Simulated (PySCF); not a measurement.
NICS in rings of unrelated molecules.

NICS is the negative of the GIAO shielding at a point without a nucleus: at the ring centre (0) and 1 Å above and below it (1); zz is the component along the ring normal. Level: GIAO PBE0/pcSseg-1 (PySCF, non-relativistic, gas phase) on the GFN2-xTB geometries, one conformer each. Atom numbers follow the mapped SMILES.

Question: Order these rings by mean NICS(1)zz, lowest (most negative) first (ppm).
A. ring C2–C3–C4–C5–N6–N7 in `[SiH3:1][c:2]1[cH:3][cH:4][cH:5][n:6][n:7]1`
B. ring N4–C5–C6–C7–N8 in `[CH3:1][CH2:2][CH2:3][N:4]1[CH2:5][CH2:6][CH2:7][N:8]1[CH3:9]`
C. ring C7–C8–C9 in `[CH3:1][CH2:2][N:3]([CH3:4])[N:5]([CH3:6])[CH:7]1[CH2:8][CH2:9]1`
D. ring C2–C3–C6–O7–C8 in `[CH3:1][C:2]1=[C:3]([C:4]#[N:5])[CH2:6][O:7][C@@H:8]1[CH2:9][F:10]`
E. ring C5–C6–C7–C8 in `[SiH3:1][C:2]([SiH3:3])([SiH3:4])[CH:5]1[CH2:6][CH2:7][CH2:8]1`
F. ring C4–N5–N6–C7–O9 in `[CH3:1][C:2](=[O:3])[c:4]1[n:5][n:6][c:7]([CH3:8])[o:9]1`
G. ring C3–C4–C5–C7–O9 in `[CH:1]#[C:2][c:3]1[cH:4][c:5]([CH3:6])[c:7]([S-:8])[o:9]1` (charge -1)

Answer: A (-28.1), F (-26.2), C (-22.1), G (-17.4), B (-9.0), D (-4.7), E (3.8).

| SMILES | ring | NICS(0) | NICS(1) | NICS(1)zz | HOMA | rms pucker (Å) | ring atoms with four or more neighbours |
| --- | --- | --- | --- | --- | --- | --- | --- |
| [SiH3]c1cccnn1 | 6-membered ring with 2 N; formal bonds all aromatic | -4.8 | -11.3 | -28.1 | 0.98 | 0.00 | 0 |
| CC(=O)c1nnc(C)o1 | 5-membered ring with 2 N and O; formal bonds all aromatic | -9.7 | -10.7 | -26.2 | 0.50 | 0.00 | 0 |
| CCN(C)N(C)C1CC1 | 3-membered carbocycle; formal bonds all single | -42.1 | -8.6 | -22.1 | – | 0.00 | 3 |
| C#Cc1cc(C)c([S-])o1 | 5-membered ring with O; formal bonds all aromatic | -9.4 | -8.3 | -17.4 | 0.32 | 0.00 | 0 |
| CCCN1CCCN1C | 5-membered ring with 2 N; formal bonds all single | -8.1 | -4.0 | -9.0 | – | 0.14 | 3 |
| CC1=C(C#N)CO[C@@H]1CF | 5-membered ring with O; formal bonds 1 double, 4 single | -5.2 | -2.9 | -4.7 | – | 0.06 | 2 |
| [SiH3]C([SiH3])([SiH3])C1CCC1 | 4-membered carbocycle; formal bonds all single | -0.4 | -0.7 | 3.8 | – | 0.09 | 4 |

NICS(0) gives another order. The isotropic NICS(1) gives the same order. HOMA uses Krygowski's 1993 parameters; it is left out where a ring has a four-coordinate atom, a triple bond, no multiple bond or a kind of bond without parameters. NICS(1) and NICS(1)zz are means over the two faces.
